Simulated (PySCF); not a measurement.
## Correlation energy of Ti(18+) (titanium, charge +18)

Starting occupation: [He] 2s2. Computed with PySCF 2.14 in an uncontracted even-tempered set (17 s from 0.94 bohr⁻², ratio 2.6; 11 p from 1.2 bohr⁻², ratio 2.6; 7 d from 1.3 bohr⁻², ratio 2.8; 4 f from 27 bohr⁻², ratio 2.8), with X2C-1e with screened-nucleus spin-orbit coupling, Gaussian nucleus. Frozen: nothing; 4 electrons correlated; the 28 highest virtual spinors left out.

MP2 pair energies summed by pair of shells (mhartree):

```tsv
pair	energy	share (%)
2s1/2-2s1/2	-142.54	71.2
1s1/2-1s1/2	-42.31	21.1
1s1/2-2s1/2	-15.26	7.6
```

Total MP2 correlation energy: -200.11 mhartree.

The virtual space was cut to 50 spinors, which keep -187.43 of the -200.11 mhartree of MP2 correlation.

| level | correlation energy (mhartree) |
| --- | --- |
| CCSD | -294.77 |
| (T) | -0.54 |
| CCSD(T) | -295.31 |

Diagnostics: T1 = 0.0011, largest double amplitude 0.141.

Cost of the coupled-cluster step: of the order of 10 core-seconds, for 4 occupied and 50 virtual spinors.

The coupled-cluster values are those of the cut space; adding the MP2 remainder, -12.68 mhartree, estimates the full space.
